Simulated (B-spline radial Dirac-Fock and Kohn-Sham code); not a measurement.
Eu⁴⁺: photoemission with 161 eV photons

System: Eu⁴⁺, [Xe] 4f5.

Input file task.json (cfg lists n, l and occupation; rrms is the nuclear radius in fm):

```json
{"items": [{
  "Z": 63,
  "q": 4,
  "cfg": [[1, 0, 2], [2, 0, 2], [2, 1, 6], [3, 0, 2], [3, 1, 6], [3, 2, 10], [4, 0, 2], [4, 1, 6], [4, 2, 10], [4, 3, 5], [5, 0, 2], [5, 1, 6]],
  "A": 153,
  "rrms": 5.1115,
  "do": ["binding", "quiet", "photo"],
  "hv": [21.22, 32.2, 60, 120.0, 161.0, 179.0, 300, 626.0, 941.0, 1486.9, 1760.0, 5414.7, 22162.9, 30000, 144000.0, 200000]
}]}
```

Command: `python xray_run.py task.json out`

Calculated with a B-spline atomic structure program, using a relativistic central-field model (Hartree-Slater potential of the initial state, Latter tail, multipole expansion of the photon field, Dirac-Fock thresholds). The asymmetry parameter β is from the dipole term alone. Kinetic energies are from the vacuum level. Open shells are spread statistically over j, without multiplet splitting.

The last column is dσ/dΩ = σ/(4π) · [1 + β P₂(cos θ)] at θ = 90° from the polarisation vector of linearly polarised light.

```tsv
subshell	electrons	binding (eV)	kinetic (eV)	σ (kb)	β	dσ/dΩ (kb/sr)
4f5/2	2.14	60.81	100.2	1390	0.42	87.7
4f7/2	2.86	60.11	100.9	1850	0.42	116
5s	2	99.56	61.44	105	1.86	0.596
5p1/2	2	75.19	85.81	64.3	0.01	5.08
5p3/2	4	70.47	90.53	183	0.16	13.4
```

Branching ratios of the spin-orbit partners (statistical value in brackets): 4f 1.33 (1.33), 5p 2.84 (2.00).

At such low photon energies correlation between channels can change these cross sections by tens of per cent.
